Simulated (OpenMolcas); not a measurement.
d2 ions of charge +5 down a group on the Ge site of Cs2GeF6

* Program: OpenMolcas 26.06
* Method: SS-CASPT2, IPEA 0.25 Eh, imaginary shift 0.1 Eh
* Spin-orbit coupling: RASSI with atomic mean-field integrals over the reference wave functions

The d shell is active; CASPT2 correlates the ligand valence shells and the outer metal core. Each dopant is a cluster with its nearest anions in model potentials and point charges, with no relaxation and no local charge compensation. Distances were set from a Shannon-type radius of the metal (high-spin where two are listed) plus a fixed donor radius (F 1.31 Å), in hosts weighted 0.65 to 0.35 with the host's distance in the model lattice. Ligand basis ANO-RCC-VDZP, DKH2 Hamiltonian. States (labels of O, the rotations of Oh). Energies in cm-1 above the lowest state or level, χT in cm3 K/mol; under a threefold ground state the first gap can be a small split of the lowest multiplet, not the spin-orbit step. Spin-only χT is S(S+1) / 2 for the spin of the ground state.

```csv
Ion,Shell,R (Å),Metal basis,Ground state,First state of that spin,First gap with spin-orbit (degeneracies),χT at 300 K,First state of another spin,Spin-only χT
Tc5+,4d2,1.873,ANO-RCC-VTZP,3T1,3T2 36870,"34 (2, 3)",0.357,2S+1 = 1: 6540,1.000
Re5+,5d2,1.86,ANO-RCC-VTZP,3T1,3T2 43480,"220 (2, 3)",0.136,1T2 6500,1.000
```

χT departs most from the spin-only value for Re5+, by -0.864 cm3 K/mol.

Roots that are degenerate in the reference are averaged as groups; the widest CASPT2 spread within a group is 1100 cm-1 (the 3-fold group of multiplicity 1 near 52000 cm-1 above the lowest state of its run, Re5+). Shifts and gaps below about the spread of the groups concerned are not significant. Over all roots computed the reference weight is 0.67 to 0.68 in Tc5+, 0.69 to 0.71 in Re5+; a low but even weight reflects the number of correlated electrons. An orbital triplet at a regular site is open to Jahn-Teller coupling, which can distort the site and quench the lowest spin-orbit gaps and is left out. Ligand-to-metal charge-transfer states are missing. With no ligand orbital active B as a rule stays too high, so bands that hang on it stand too high and its fall with covalency is understated. With one d shell and no ligand orbital active, 10Dq can be off by a tenth or more. The least metal-like active orbital is 71 % on the metal (Löwdin) and no ligand orbital is active, so the numbers are rough (holds for Tc5+). The least metal-like active orbital is 70 % on the metal (Löwdin) and no ligand orbital is active, so the numbers are rough (holds for Re5+). No measured value stands beside these numbers; the geometry was set by hand and not optimised.

A state without a sure symmetry label is named by its multiplicity alone.
